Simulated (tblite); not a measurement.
Species: C5H8O2 (charge +1 and doublet state).
Z-matrix (Å and degrees, GFN2-xTB geometry), rows numbered from 1:
```
C 
O   1  1.4070
C   2  1.2909  1  122.43
C   3  1.3674  2  121.83  1  -166.77
C   4  1.4709  3  117.71  2     7.19
C   5  1.5061  4  113.40  3  -169.20
O   5  1.1991  4  122.08  3     7.43
H   1  1.0958  2  108.33  3  -111.60
H   1  1.0945  2  107.26  3   132.97
H   1  1.0915  2  112.81  3    11.01
H   3  1.0938  2  119.64  1     9.20
H   4  1.0762  3  122.05  2  -168.65
H   6  1.0909  5  107.70  4   -65.21
H   6  1.0881  5  109.27  4   174.55
H   6  1.0887  5  110.95  4    53.05
```

Level: GFN2-xTB in tblite, geometry and Hessian alike; calculated harmonic values, unscaled, isolated species. Errors from tens to a few hundred cm⁻¹ against measured bands are possible. One conformer, not necessarily the lowest. Open shells enter through the occupations alone, without spin polarisation, and single modes of such species can be off by tens of per cent.

Harmonic wavenumbers (cm⁻¹): 67.9, 103.1, 109.9, 113.8, 199.4, 293.2, 327.1, 366.6, 463.3, 585.4, 683.9, 751.5, 863.5, 881.8, 947.6, 963.3, 990.8, 1054.7, 1067.6, 1111.8, 1120.5, 1239.9, 1307.5, 1321.8, 1370.4, 1376.5, 1382.3, 1408.5, 1414.3, 1461.8, 1701.1, 2932.6, 2945.0, 2971.3, 3000.0, 3003.2, 3028.6, 3050.5, 3126.6.

A = 7419, B = 1532, C = 1299 MHz; mass 100.052 u (most abundant isotopes); point group C1, symmetry number 1; spin multiplicity 2.

**Question.** Zero-point energy?

**Answer.** Half the sum of the wavenumbers: 25554 cm⁻¹ = 305.70 kJ/mol.

**Question.** Give the ideal-gas entropy at 400 K and 1 bar in the rigid-rotor, harmonic-oscillator model (classical rotation).

**Answer.** Translation 172.40, rotation 118.64, vibration 128.85, spin (R ln 2) 5.76: S = 425.7 J/(mol K).

**Question.** And Cp and H(400 K) − H(0)?

**Answer.** Cp = 161.32 J/(mol K), of which vibrations give 128.06 (their classical limit is 39 R = 324.3); H(400 K) − H(0) = 39.83 kJ/mol without the zero-point energy, 26.53 from vibrations.

**Question.** Which modes carry the vibrational entropy at 400 K?

**Answer.** 67.9 cm⁻¹: 20.06; 103.1 cm⁻¹: 16.61; 109.9 cm⁻¹: 16.09; 113.8 cm⁻¹: 15.80; 199.4 cm⁻¹: 11.25; 293.2 cm⁻¹: 8.25 J/(mol K); the other 33 give 40.80 together.

**Question.** How do the functions run with temperature in this model?

**Answer.** 
```
 T (K)  S (J/(mol K))  Cp (J/(mol K))  H − H(0) (kJ/mol)  G − H(0) (kJ/mol)  ln q(vib)
    50          236.5            52.1               1.98              -9.84       0.29
   100          279.1            71.5               5.11             -22.80       1.27
298.15          383.0           129.9              24.98             -89.22       5.47
373.15          414.7           153.3              35.61            -119.15       6.98
   500          464.7           188.4              57.36            -174.97       9.50
   750          551.2           238.0             111.13            -302.26      14.26
  1000          624.4           270.2             174.92            -449.45      18.69
```

q(vib) and H(0) count from the zero-point level.

**Question.** Blend soft modes into free rotors: weight 1/[1 + (100 cm⁻¹/ν̃)⁴] for the oscillator and the rest for a rotor with moment μB/(μ + B), μ = h/(8π²ν), B = 10⁻⁴⁴ kg m². What vibrational entropy results?

**Answer.** 120.26 J/(mol K) in place of 128.85, which changes −T·S at 400 K by +3.44 kJ/mol.

**Question.** What must be added to the electronic energy to get the Gibbs energy at 400 K and 1 bar?

**Answer.** ZPE + [H(400 K) − H(0)] − T·S = 305.70 + 39.83 − 170.26 = 175.27 kJ/mol.

Hindered rotation and anharmonicity are outside this model. Other conformers, if any are populated, would add a mixing term that is left out. The structure is chiral; the term R ln 2 for an equal mix with its mirror image is left out.
